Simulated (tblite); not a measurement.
Record of a relaxation.

C5H13OSi (doublet state).
Numbering: `[CH3:1][CH:2]([CH3:3])[O:4][Si:5]([CH3:6])[CH3:7]` (hydrogens: H8, H9, H10 on C1; H11 on C2; H12, H13, H14 on C3; H15, H16, H17 on C6; H18, H19, H20 on C7)

Computed with GFN2-xTB (tblite), gas phase: L-BFGS steps from a force-field or distance-geometry start until the largest atomic force falls under 0.01 eV/Å. 6 of its 155 geometries are shown.

Step 0: E = -628.0653 eV, largest atomic force 2.264 eV/Å
```
atom  x, y, z in Å  |  force x, y, z in eV/Å
C1     -1.769   -0.266    1.233   -0.158  -0.014   1.319
C2     -1.186    0.032   -0.151   -0.637  -0.974   0.657
C3     -2.319    0.511   -1.002   -1.220  -0.078  -1.221
O4     -0.147    0.921   -0.064    1.355  -0.118  -0.244
Si5     1.354    0.413   -0.621   -0.801   2.067  -0.458
C6      1.674   -1.403   -0.615    0.904  -1.164   0.534
C7      2.677    1.215    0.453   -0.279   0.122   1.123
H8     -1.264    0.370    2.024   -0.676  -0.710  -0.937
H9     -1.617   -1.334    1.499   -0.142   0.732  -0.035
H10    -2.871   -0.053    1.213    1.146  -0.185   0.416
H11    -0.829   -0.917   -0.602   -0.265   0.221   0.187
H12    -3.171   -0.225   -0.851    0.842   1.043  -0.449
H13    -1.988    0.456   -2.055   -0.424   0.287   0.351
H14    -2.655    1.545   -0.764    0.303  -0.830  -0.095
H15     0.844   -2.038   -0.892   -0.016  -0.114  -0.071
H16     2.510   -1.600   -1.310   -0.378  -0.211   0.565
H17     1.977   -1.660    0.435   -0.112  -0.199  -0.921
H18     2.276    2.101    1.003    0.499  -0.727  -0.508
H19     3.535    1.505   -0.145   -0.044  -0.046   0.321
H20     2.964    0.437    1.209    0.104   0.899  -0.533
```

Step 31: E = -628.7054 eV, largest atomic force 0.179 eV/Å
```
atom  x, y, z in Å  |  force x, y, z in eV/Å
C1     -1.798   -0.244    1.335   -0.009  -0.027   0.055
C2     -1.264   -0.137   -0.099   -0.016   0.055   0.011
C3     -2.256    0.593   -1.001   -0.050   0.000  -0.038
O4     -0.071    0.589   -0.043    0.082  -0.070  -0.029
Si5     1.404    0.318   -0.696    0.060  -0.157  -0.016
C6      1.805   -1.562   -0.733    0.005   0.011  -0.010
C7      2.539    1.319    0.458   -0.011   0.015  -0.008
H8     -1.301    0.520    1.930   -0.095  -0.027   0.031
H9     -1.581   -1.218    1.765    0.039  -0.002   0.038
H10    -2.870   -0.077    1.373    0.002  -0.030  -0.006
H11    -1.064   -1.139   -0.507   -0.073   0.090  -0.001
H12    -3.171    0.014   -1.100    0.018   0.007   0.007
H13    -1.828    0.746   -1.990    0.026  -0.003   0.055
H14    -2.493    1.562   -0.566    0.031  -0.024  -0.059
H15     1.005   -2.125   -1.215    0.070   0.072   0.073
H16     2.718   -1.777   -1.283   -0.058   0.044   0.101
H17     1.922   -1.953    0.284   -0.028   0.068  -0.163
H18     2.029    2.215    0.795    0.003   0.001   0.006
H19     3.447    1.626   -0.048    0.031  -0.034   0.001
H20     2.823    0.742    1.337   -0.026   0.007  -0.049
```

Step 62: E = -628.8083 eV, largest atomic force 0.086 eV/Å
```
atom  x, y, z in Å  |  force x, y, z in eV/Å
C1     -1.978   -0.284    1.401    0.024  -0.003  -0.051
C2     -1.328   -0.175    0.025    0.022  -0.009  -0.020
C3     -2.124    0.728   -0.912    0.019  -0.006   0.003
O4     -0.050    0.363    0.197    0.009  -0.086   0.001
Si5     1.308    0.231   -0.709   -0.022   0.037   0.031
C6      1.903   -1.584   -0.813   -0.007   0.035   0.033
C7      2.497    1.305    0.309   -0.007  -0.041   0.007
H8     -2.049    0.700    1.851   -0.025   0.080   0.018
H9     -1.364   -0.907    2.043    0.012  -0.062   0.044
H10    -2.969   -0.718    1.323   -0.038  -0.016  -0.011
H11    -1.255   -1.180   -0.419    0.039   0.019   0.006
H12    -3.117    0.327   -1.091   -0.017   0.009   0.031
H13    -1.596    0.817   -1.859   -0.017   0.000  -0.004
H14    -2.199    1.715   -0.464   -0.061   0.032  -0.045
H15     1.318   -2.193   -1.495   -0.030   0.008  -0.031
H16     2.936   -1.623   -1.138    0.058  -0.034  -0.054
H17     1.850   -2.046    0.172   -0.019  -0.014   0.033
H18     2.104    2.305    0.462    0.034  -0.017  -0.015
H19     3.466    1.384   -0.170    0.001   0.023  -0.021
H20     2.642    0.847    1.285    0.024   0.044   0.045
```

Step 92: E = -628.8189 eV, largest atomic force 0.024 eV/Å
```
atom  x, y, z in Å  |  force x, y, z in eV/Å
C1     -2.001   -0.299    1.399    0.000   0.008  -0.010
C2     -1.308   -0.175    0.044    0.012   0.001   0.000
C3     -2.107    0.693   -0.924    0.011   0.007  -0.004
O4     -0.046    0.389    0.252    0.016  -0.013  -0.002
Si5     1.316    0.270   -0.651    0.002   0.002  -0.005
C6      1.855   -1.558   -0.823   -0.002   0.003  -0.009
C7      2.548    1.324    0.334    0.002   0.000   0.002
H8     -2.113    0.685    1.846   -0.004  -0.005  -0.011
H9     -1.401   -0.915    2.065   -0.007   0.007  -0.003
H10    -2.980   -0.755    1.280   -0.008   0.004   0.008
H11    -1.191   -1.178   -0.394   -0.008  -0.011   0.013
H12    -3.102    0.285   -1.078    0.004  -0.017   0.015
H13    -1.587    0.741   -1.878    0.006   0.000  -0.023
H14    -2.191    1.702   -0.529   -0.009   0.002   0.022
H15     1.193   -2.118   -1.479    0.001  -0.008   0.001
H16     2.860   -1.640   -1.226   -0.011   0.005  -0.001
H17     1.845   -2.048    0.151   -0.003   0.017  -0.003
H18     2.199    2.345    0.443    0.002   0.002   0.006
H19     3.510    1.349   -0.166    0.003  -0.005   0.005
H20     2.696    0.914    1.331   -0.008   0.000  -0.001
```

Step 123: E = -628.8233 eV, largest atomic force 0.027 eV/Å
```
atom  x, y, z in Å  |  force x, y, z in eV/Å
C1     -2.028   -0.248    1.425   -0.015  -0.014  -0.009
C2     -1.295   -0.192    0.088   -0.012  -0.005   0.003
C3     -2.077    0.618   -0.943    0.016   0.003   0.005
O4     -0.039    0.383    0.300    0.000   0.011   0.006
Si5     1.305    0.316   -0.636    0.001  -0.001  -0.021
C6      1.832   -1.504   -0.910    0.000   0.017   0.007
C7      2.563    1.307    0.382   -0.013  -0.013  -0.019
H8     -2.158    0.756    1.819    0.000   0.025  -0.010
H9     -1.454   -0.827    2.143    0.021  -0.012   0.007
H10    -3.002   -0.712    1.296   -0.017   0.003   0.012
H11    -1.162   -1.218   -0.289   -0.008  -0.001  -0.010
H12    -3.044    0.160   -1.137    0.015  -0.004   0.018
H13    -1.510    0.667   -1.869   -0.005  -0.001  -0.005
H14    -2.228    1.629   -0.574    0.006  -0.007  -0.012
H15     1.111   -2.055   -1.508   -0.003   0.010   0.007
H16     2.792   -1.574   -1.410    0.002   0.008   0.002
H17     1.918   -2.006    0.053    0.001  -0.024  -0.007
H18     2.301    2.358    0.437   -0.002   0.001  -0.001
H19     3.547    1.229   -0.068    0.002   0.009   0.017
H20     2.619    0.924    1.398    0.011  -0.005   0.009
```

Step 154: E = -628.8270 eV, largest atomic force 0.009 eV/Å
```
atom  x, y, z in Å  |  force x, y, z in eV/Å
C1     -2.053   -0.158    1.461   -0.003   0.002   0.007
C2     -1.291   -0.221    0.140   -0.001  -0.001   0.005
C3     -2.041    0.509   -0.971    0.000   0.002  -0.001
O4     -0.034    0.354    0.339    0.002   0.004   0.005
Si5     1.296    0.355   -0.617    0.002  -0.001   0.001
C6      1.827   -1.435   -1.035   -0.001   0.005   0.000
C7      2.555    1.273    0.467    0.001   0.002  -0.005
H8     -2.188    0.880    1.754   -0.003   0.001   0.000
H9     -1.488   -0.666    2.239   -0.004   0.002  -0.005
H10    -3.025   -0.632    1.360    0.003   0.003  -0.001
H11    -1.161   -1.275   -0.151   -0.002  -0.008  -0.003
H12    -3.033    0.086   -1.100    0.004  -0.001  -0.002
H13    -1.488    0.424   -1.904    0.004   0.001   0.002
H14    -2.129    1.562   -0.718   -0.005  -0.005  -0.001
H15     1.074   -1.955   -1.621    0.001   0.004  -0.002
H16     2.754   -1.458   -1.598    0.002  -0.004   0.003
H17     1.980   -2.002   -0.116   -0.002  -0.003  -0.002
H18     2.335    2.333    0.531   -0.004   0.002   0.006
H19     3.554    1.164    0.059    0.001   0.000  -0.006
H20     2.552    0.872    1.478    0.005  -0.005  -0.001
```

Q: Summarise the path.

A: The energy falls by 73.50 kJ/mol from step 0 to step 154; nine tenths of that is first reached at step 46. It falls at every step. The largest force goes from 2.264 to 0.009 eV/Å. Among the bonds Si5–C6 changes most, from 1.844 to 1.914 Å; the atoms move by 0.587 Å rms after alignment.

Q: Follow the three bonds and two angles with the largest change from start to end.

A: 
| step | E above end (kJ/mol) | largest force (eV/Å) | Si5–C6 (Å) | C3–H12 (Å) | C1–H8 (Å) | C2–O4–Si5 (°) | O4–Si5–C6 (°) |
| --- | --- | --- | --- | --- | --- | --- | --- |
| 0 | 73.50 | 2.264 | 1.844 | 1.136 | 1.134 | 117.4 | 116.8 |
| 7 | 28.25 | 0.356 | 1.916 | 1.090 | 1.090 | 123.3 | 111.3 |
| 13 | 21.20 | 0.211 | 1.917 | 1.087 | 1.086 | 129.3 | 109.7 |
| 20 | 17.81 | 0.196 | 1.914 | 1.087 | 1.087 | 131.4 | 108.8 |
| 27 | 13.33 | 0.182 | 1.904 | 1.087 | 1.087 | 132.3 | 110.2 |
| 33 | 11.11 | 0.131 | 1.917 | 1.086 | 1.088 | 133.0 | 111.1 |
| 40 | 9.72 | 0.110 | 1.917 | 1.088 | 1.089 | 135.0 | 110.3 |
| 47 | 6.52 | 0.214 | 1.912 | 1.086 | 1.090 | 133.6 | 110.6 |
| 54 | 3.25 | 0.096 | 1.911 | 1.086 | 1.088 | 132.4 | 110.4 |
| 60 | 2.15 | 0.085 | 1.913 | 1.085 | 1.087 | 131.9 | 111.0 |
| 67 | 1.34 | 0.040 | 1.913 | 1.086 | 1.088 | 131.4 | 111.1 |
| 74 | 1.10 | 0.024 | 1.914 | 1.086 | 1.087 | 131.4 | 111.0 |
| 80 | 1.04 | 0.029 | 1.913 | 1.087 | 1.087 | 131.2 | 111.2 |
| 87 | 0.91 | 0.042 | 1.914 | 1.088 | 1.087 | 130.5 | 110.9 |
| 94 | 0.76 | 0.027 | 1.915 | 1.086 | 1.087 | 129.7 | 110.5 |
| 100 | 0.69 | 0.017 | 1.913 | 1.086 | 1.087 | 129.4 | 109.9 |
| 107 | 0.64 | 0.014 | 1.913 | 1.086 | 1.087 | 129.2 | 109.6 |
| 114 | 0.58 | 0.032 | 1.914 | 1.087 | 1.087 | 129.2 | 109.6 |
| 121 | 0.40 | 0.031 | 1.915 | 1.086 | 1.087 | 129.5 | 110.3 |
| 127 | 0.31 | 0.016 | 1.913 | 1.086 | 1.088 | 129.2 | 110.3 |
| 134 | 0.29 | 0.018 | 1.914 | 1.086 | 1.087 | 129.3 | 110.4 |
| 141 | 0.19 | 0.033 | 1.914 | 1.087 | 1.087 | 129.7 | 110.3 |
| 147 | 0.05 | 0.041 | 1.915 | 1.086 | 1.088 | 130.4 | 110.6 |
| 154 | 0.00 | 0.009 | 1.914 | 1.086 | 1.087 | 130.3 | 110.6 |

The cost below is that of the whole relaxation. Hardware: AMD EPYC 7R43, one thread, on a shared host. Cost: 1.5 s wall.
